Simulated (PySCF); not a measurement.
A PySCF script (with the pyscf-properties extension) for the NMR shieldings of SMILES CC[C@@H](C)NN[SiH](C)C, C₆H₁₈N₂Si, on a GFN2-xTB geometry:

```python
import basis_set_exchange as bse
import numpy as np
from pyscf import gto, dft
from pyscf.prop import nmr

atoms = """
C    -2.422511    0.541068    1.762595
C    -2.625226    0.261541    0.277384
C    -1.355100   -0.230828   -0.422118
C    -1.682327   -0.844075   -1.782020
N    -0.457483    0.905613   -0.626131
N     0.855656    0.558515   -1.024776
Si    1.943955   -0.433666   -0.117168
C     1.897976    0.227827    1.664664
C     3.639911   -0.197558   -0.922924
H    -2.082833   -0.356050    2.276877
H    -3.357749    0.861268    2.215547
H    -1.687992    1.327044    1.922924
H    -2.964883    1.167569   -0.226813
H    -3.400355   -0.498868    0.166570
H    -0.874678   -1.004061    0.204139
H    -2.368682   -1.678782   -1.665826
H    -2.139418   -0.093881   -2.422182
H    -0.775037   -1.207175   -2.258674
H    -0.369104    1.415765    0.248408
H     0.913364    0.562678   -2.033739
H     1.636703   -1.883091   -0.078320
H     0.949650    0.011065    2.148419
H     2.045193    1.304424    1.690509
H     2.678156   -0.223184    2.269970
H     4.399934   -0.715166   -0.348302
H     3.662520   -0.600352   -1.929754
H     3.920464    0.848784   -0.977097
"""
names = dict.fromkeys(["C", "N", "Si", "H"], "pcSseg-1")
basis = {el: gto.basis.parse(bse.get_basis(n, elements=[el], fmt="nwchem")) for el, n in names.items()}
mol = gto.M(atom=atoms, basis=basis, charge=0, verbose=0)
mf = dft.RKS(mol, xc="PBE0")
mf.grids.level = 2
mf.grids.alignment = dft.numint.BLKSIZE   # the property module wants whole blocks of grid points
mf.conv_tol = 1e-9
mf.kernel()

calc = nmr.RKS(mf)   # GIAO
C = mf.mo_coeff
Co = C[:, mf.mo_occ > 0]
resp = mf.gen_response(singlet=True, hermi=2)
def vind(x):   # induced exchange potential for any number of trial vectors
    d = np.einsum("pi,xij,qj->xpq", C, 2 * x.reshape(-1, C.shape[1], Co.shape[1]), Co, optimize=True)
    return np.einsum("xpq,pi,qj->xij", resp(d - d.transpose(0, 2, 1)), C, Co, optimize=True).ravel()
mo1, _ = nmr.rhf.solve_mo1(calc, with_cphf=vind)
sigma = calc.kernel(mo1)
for i, s in enumerate(sigma):   # ppm
    print("%2d %-2s %9.2f" % (i, mol.atom_pure_symbol(i), np.trace(s) / 3))
```

Problem. Give the expected output.

Solution. 
```
 0 C     172.61
 1 C     155.33
 2 C     125.50
 3 C     164.46
 4 N     171.40
 5 N     190.60
 6 Si    370.97
 7 C     190.18
 8 C     190.58
 9 H      30.89
10 H      30.55
11 H      30.73
12 H      30.47
13 H      30.41
14 H      29.09
15 H      31.00
16 H      30.99
17 H      30.04
18 H      28.78
19 H      29.05
20 H      26.32
21 H      31.29
22 H      31.65
23 H      31.72
24 H      31.84
25 H      31.69
26 H      31.62
```

These numbers come from an equivalent density-fitted implementation of the same equations, which agrees with the script to about 0.01 ppm for H and up to a few tenths of a ppm for heavy atoms, so last digits may differ.

Size and cost of the density-fitted run: 250 basis functions, roughly 2.6 core-minutes.
